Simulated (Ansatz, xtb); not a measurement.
## Ge2H6Si: which of two structures lies lower

Structure a is `[SiH2]1[GeH2][GeH2]1`, a singlet and structure b is a singlet given by its coordinates. Both are isolated molecules in the gas phase, relaxed with PBE0-D3(BJ)/def2-SVP.

a (Å):

```xyz
9

Ge   -0.5638    2.8383   -0.8338
Ge   -0.8928    0.4407   -0.5561
Si    0.9931    1.5319    0.4153
H     1.0394    1.6977    1.8969
H     2.3366    1.2779   -0.1807
H    -1.4990    3.7895   -0.0770
H    -0.1434    3.3673   -2.2106
H    -0.6692   -0.4754   -1.7655
H    -2.0242   -0.0335    0.3644
```

b (Å):

```
atom    x (Å)    y (Å)    z (Å)
  Ge  -0.2538  -0.0862  -1.9344
  Ge  -1.8115  -0.5783  -0.0484
  Si  -0.2942   1.0721   0.6624
   H   0.6091   1.0346  -0.6633
   H  -0.7095   2.4999   0.7388
   H   0.7703   0.7335   1.6504
   H  -1.1591   1.2014  -2.2032
   H  -1.6595  -1.8733   0.7621
   H  -3.2552  -0.0603  -0.0410
```

Close contacts (Å): Ge1–Ge2 2.50, Ge1–Si3 2.84, Ge2–Si3 2.35, Ge1–H4 1.90, Ge1–H7 1.60, Ge2–H8 1.54, Ge2–H9 1.53, Si3–H4 1.60, Si3–H5 1.49, Si3–H6 1.49.

Energies in hartree; the thermal terms are from PBE0-D3(BJ)/def2-SVP harmonic frequencies (ideal gas, rigid rotor, one conformer each, 298.15 K, 1 atm) and include the zero-point energy:

|  | a | b |
| --- | --- | --- |
| E, CCSD(T)/def2-SVP | −4443.113761 | −4443.106837 |
| E, MP2/def2-SVP | −4443.062800 | −4443.052927 |
| E, MP2/def2-TZVPP | −4443.772419 | −4443.764176 |
| zero-point energy | 0.047196 | 0.047455 |
| H(298 K) − E | 0.055013 | 0.054928 |
| G(298 K) − E | 0.016530 | 0.016201 |

Q: Correct the CCSD(T) difference for the basis set by the MP2 change, then work out ΔE, ΔE₀, ΔH and ΔG for a → b in kcal/mol (1 Eh = 627.51 kcal/mol) and the equilibrium ratio [b]/[a].

A: 1. Differences b − a: CCSD(T) +0.006924, MP2 in the small set +0.009873, MP2 in the large set +0.008243 Eh.
2. ΔE = +0.006924 + (+0.008243 − (+0.009873)) = +0.005294 Eh = +3.32 kcal/mol.
3. ΔE₀ = ΔE + ΔZPE = +0.005294 + (+0.000259) Eh = +3.48 kcal/mol.
4. ΔH = ΔE + (−0.000085) Eh = +3.27 kcal/mol.
5. ΔG = ΔE + (−0.000329) Eh = +3.12 kcal/mol, so ΔS = (ΔH − ΔG)/T = +2.1 J/(mol K).
6. kT = 0.9442 mEh, so K = [b]/[a] = exp(−ΔG/kT) = exp(−5.26) ≈ 0.0052.

Structure a is favoured at this temperature. An error of 1 kcal/mol in ΔG would change K by a factor of 5.4. Mirror images and further conformers aren't counted.

Other levels gave ΔE = +3.7 (PBE0-D3(BJ)/def2-SVP); +6.9 (HF/def2-SVP); +6.2 (MP2/def2-SVP); +4.3 (CCSD(T)/def2-SVP) kcal/mol. The correlated steps freeze 23 core orbitals; the filled d shell of Ge is correlated, in a basis made for valence electrons. Programs: Ansatz 0.2.0.
